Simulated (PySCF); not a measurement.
Atoms are numbered as in `[CH2:1]=[CH:2][C:3](=[O:4])[N:5]([CH3:6])[CH3:7]`; H(Xn) means a hydrogen on atom n. Ha(C1) is cis to C3; Hb(C1) is trans to C3.

GIAO shifts from PySCF on PBE0-D3(BJ)/def2-TZVP geometries (one conformer, non-relativistic, equivalent nuclei averaged), against TMS at the same level and in the same medium; PCM means IEF-PCM chloroform.

Measured (solution, not stated per compound (mostly CDCl3 or CCl4); Pretsch, Buehlmann, Badertscher, Structure Determination of Organic Compounds, 4th ed. (2009)): H(C2) 6.64, Hb(C1) 5.55, Ha(C1) 6.12 ppm.

Problem. Which unscaled values do B97-2/pcSseg-2, gas; WP04/pcSseg-2, PCM; wB97X-D/pcSseg-2, PCM give, and how close are they?

Solution. 
```tsv
atoms	measured	B97-2/pcSseg-2, gas	WP04/pcSseg-2, PCM	wB97X-D/pcSseg-2, PCM
H(C2)	6.64	6.95	6.83	7.22
Hb(C1)	5.55	5.98	5.91	6.31
Ha(C1)	6.12	7.04	6.69	7.10
```

Mean absolute error for $^{1}$H: B97-2/pcSseg-2, gas 0.55, WP04/pcSseg-2, PCM 0.37, wB97X-D/pcSseg-2, PCM 0.77 ppm.

Rotation about the amide-type C–N bond is slow at room temperature, so the two groups on nitrogen are listed apart.
